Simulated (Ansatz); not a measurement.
A search over several starts for the lowest SCF solution of the cluster Be₂F₃ at the given spin, in a small basis.

```yaml
crystal:
  periodic: [false, false, false]
  atoms:
    - {symbol: Be, position_ang: [-1.476613, 0.624152, -0.054670]}
    - {symbol: Be, position_ang: [0.553900, -0.233968, 0.020087]}
    - {symbol: F, position_ang: [-0.869005, -0.813763, -0.265798]}
    - {symbol: F, position_ang: [-0.037529, 1.196871, 0.232862]}
    - {symbol: F, position_ang: [1.829227, -0.773282, 0.067519]}
basis:
  gaussian: {orbitals: def2-SVP, initial_orbitals: start.molden}
magnetization: {spin_polarized: true, initial_magnetization: 1}
hamiltonian: {xc: pbe0, dispersion: d4}
output: {orbitals: {seedname: orbitals}}
```

The file start.molden holds the orbitals of an earlier run on this structure, at another level or in another basis.

```sh
$ ansatz run in.yaml --threads 4 --pin off --events-out ev --progress --plain --max-ram 3916MiB
```

It prints (some lines left out):

```
Functional definition: PBE0
  name "PBE0"
  cite "Adamo & Barone, J. Chem. Phys. 110, 6158 (1999) doi:10.1063/1.478522"
  cite "Perdew, Burke & Ernzerhof, Phys. Rev. Lett. 77, 3865 (1996) doi:10.1103/PhysRevLett.77.3865"
  parent pbe
  parameter a = 0.25
  parameter kappa = 0.804
  parameter beta = 0.06672455060314922
  exchange = (1 - a)*pbe_x(kappa = kappa, mu = beta*pi^2/3) + a*exact_x
  correlation = pbe_c(beta = beta)
636 factors; integrals over basis functions are off by at most 2.5e-4 eV
mean field evaluation 1: about -8918.1889 eV, gradient 5.5e1 eV
mean field evaluation 2: about -8934.9799 eV, gradient 2.0e1 eV
mean field evaluation 4: about -8942.2485 eV, gradient 4.4e-1 eV
mean field evaluation 8: about -8942.4738 eV, gradient 7.5e-6 eV
mean field evaluation 16: about -8942.2524 eV, gradient 1.1e-1 eV
mean field -8942.47380277 eV, -328.6298508253 hartree, gradient 2.2e-5 eV, S^2 0.750415; 1 other end points of the search recorded, 0 dependent functions left out
reference -8942.47383933 eV, -328.6298521689 hartree; 18, 17 occupied and 42, 43 virtual orbitals, 636 factors
Total energy: -8942.52474943 eV, -328.6317230805 hartree
```

Hardware: 4 threads of Arm Neoverse V1 on a shared host. Wall time 1.1 s.

The structure comes from a short search, and lower isomers may exist.
